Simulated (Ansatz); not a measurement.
A run for Ansatz (a first-principles code): R-wB97X-V/def2-TZVPP on CH6OSn (SMILES C[O][SnH3]), a point of a bond scan (R = 1.714 Å). Elements past Kr take the def2 small-core potentials; no spin–orbit coupling.

Ansatz 0.2 input:
```yaml
crystal:
  periodic: [false, false, false]
  atoms:
    - {symbol: Sn, position_ang: [0.56358742, -0.14212840, 0.07113681]}
    - {symbol: O, position_ang: [-1.10911916, 0.87441601, -0.23959734]}
    - {symbol: C, position_ang: [-2.34967075, 0.19758908, -0.23043021]}
    - {symbol: H, position_ang: [0.67858636, -1.33286966, -1.15659762]}
    - {symbol: H, position_ang: [1.77657773, 1.04855157, -0.02640541]}
    - {symbol: H, position_ang: [0.44542760, -0.86791309, 1.61958641]}
    - {symbol: H, position_ang: [-2.55889749, -0.28012433, 0.73608768]}
    - {symbol: H, position_ang: [-2.41218816, -0.57268664, -1.01075683]}
    - {symbol: H, position_ang: [-3.13789932, 0.93059938, -0.41939475]}
basis:
  gaussian:
    orbitals: def2-TZVPP
    pivot_positions_ang: [[0.56358742, -0.14212840, 0.07113681], [-1.10911916, 0.87441601, -0.23959734], [-2.34967075, 0.19758908, -0.23043021], [0.67858636, -1.33286966, -1.15659762], [1.77657773, 1.04855157, -0.02640541], [0.44542760, -0.86791309, 1.61958641], [-2.55889749, -0.28012433, 0.73608768], [-2.41218816, -0.57268664, -1.01075683], [-3.13789932, 0.93059938, -0.41939475]]
hamiltonian:
  xc: {name: wB97X-V}
scf: {lower_state_search: off}
output: {orbitals: {seedname: ./end}}
```

It printed:

```
WARN ansatz: RAYON_NUM_THREADS=1 ignored (pool sized by the plan → 1); use --threads N
Functional definition: wB97X-V
these checks for a lower state are left out or cut short: stability, starts, cluster_reference, orbital_swaps, neighbouring_geometries, increment
integrals: 0.13 GiB planned
1117 factors; their error is unknown
integrals: 0.17 GiB planned
295 factors; integrals over basis functions are off by at most 1.4e-6 eV
mean field: 1.18 GiB planned
mean field evaluation 1: about -9008.4383 eV, gradient 4.7e1 eV
mean field evaluation 2: about -9006.2685 eV, gradient 6.1e1 eV
mean field evaluation 4: about -9012.4957 eV, gradient 2.0e0 eV
mean field evaluation 8: about -9012.5124 eV, gradient 4.6e-2 eV
mean field evaluation 16: about -9012.5537 eV, gradient 5.5e-5 eV
mean field -9012.55370783 eV, -331.2052398345 hartree, gradient 3.9e-6 eV, S^2 0.000000; 0 other end points of the search recorded, 0 dependent functions left out
reference -9012.55370544 eV, -331.2052397466 hartree; 21, 21 occupied and 175, 175 virtual orbitals, 1117 factors
Total energy: -9012.55370544 eV, -331.2052397466 hartree
Checks for a lower state left out: stability, starts, cluster_reference, orbital_swaps, neighbouring_geometries, increment
```

Self-consistency was reached.

Cost: around 7 core-seconds (rough).
